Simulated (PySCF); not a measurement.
BeHIS. Atoms are numbered in the order given.

```xyz
4

Be    -0.0231    -1.1179     0.0000
I      0.0013     1.0536     0.0000
S     -0.0778    -3.0163     0.0000
H      1.2661    -3.1075     0.0000
```

Geometry: B3LYP-D3(BJ)/def2-TZVP. The def2 effective core potentials stand for the cores of I; spin–orbit coupling is left out. The values are those of a single conformer.

The numbers are results of B3LYP-D3(BJ)/def2-TZVP run with PySCF, not measurements.

Frequencies are harmonic and unscaled.

Computed normal modes with their intensities:
```tsv
mode	ν (cm⁻¹)	IR (km/mol)	Raman (Å⁴/amu)	depolarisation	moving atoms (share of kinetic energy)
1	177	20.2	0.9	0.60	Be 81 %, H 12 %
2	204	14.6	0.1	0.75	Be 91 %
3	265	1.0	9.3	0.13	S 69 %, I 24 %
4	635	0.0	1.5	0.62	H 85 %, Be 11 %
5	958	342.8	0.4	0.74	Be 90 %, S 9 %
6	2655	2.9	111.1	0.25	H 97 %
```
